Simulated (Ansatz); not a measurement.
Gas-phase electronic energies from Ansatz, PBE0-D4/def2-TZVP geometries. CBS: MP2 limit from def2 TZ/QZ plus the TZ coupled-cluster correction, frozen cores. This one scheme is used for every species. Functionals use def2-TZVPP. Each species was taken in one conformer, which may not be the lowest.

Consider the silylene formation by 1,1-elimination: `C=C(F)[SiH](O)F` → `C=CF` + `O[Si]F`.

`C=C(F)[SiH](O)F`:

```xyz
10

C     1.240    0.036   -1.110
C     0.908    0.010    0.172
F     1.876   -0.133    1.104
Si   -0.825    0.188    0.855
O    -1.918    0.037   -0.341
F    -0.999   -0.954    1.951
H     0.468    0.168   -1.857
H     2.270   -0.059   -1.436
H    -1.069    1.489    1.500
H    -1.950   -0.782   -0.838
```

`C=CF`:

Cartesian coordinates in Å:
```
C 0.147 0.309 0.612
C -0.153 -0.327 -0.501
F 0.064 0.204 -1.708
H 0.585 1.298 0.599
H -0.050 -0.168 1.562
H -0.593 -1.316 -0.566
```

`O[Si]F`:

```xyz
4

O     0.688    0.687   -0.162
Si    0.496   -0.924    0.056
F    -1.108   -1.037    0.252
H    -0.076    1.274   -0.146
```

| level | ΔE (kcal/mol) | difference from CCSD(T)/CBS |
| --- | --- | --- |
| ωB97M-V | 29.4 | -2.9 |
| PBE-QIDH | 35.3 | 3.0 |
| revPBE | 24.1 | -8.2 |
| BHLYP | 31.1 | -1.2 |
| HF/def2-SVP | 30.3 | -2.0 |
| MP2/def2-SVP | 32.0 | -0.3 |
| CCSD/def2-SVP | 28.2 | -4.1 |
| CCSD(T)/def2-TZVPP | 31.3 | -1.0 |
| SCS-MP2/def2-QZVPP | 33.1 | 0.8 |
| CCSD/CBS(def2) | 32.0 | -0.3 |
| CCSD(T)/CBS | 32.3 | 0 |

Largest T1 diagnostic among the species: 0.015.

Leaving LDA and LC-ωPBE aside and taking each functional with its dispersion term where it has one, the values, not all of them listed here, spread over 10.2 kcal/mol, from BLYP-D4 to r2SCAN0-D4. LDA lies +7.3 kcal/mol from PBE without D4. From PBE to PBE0 (25 % exact exchange), in def2-TZVPP and without D4, ΔE moves by +3.9 kcal/mol. At CCSD(T), def2-SVP lies −3.9 kcal/mol from the extrapolated value and def2-TZVPP −1.0 kcal/mol.
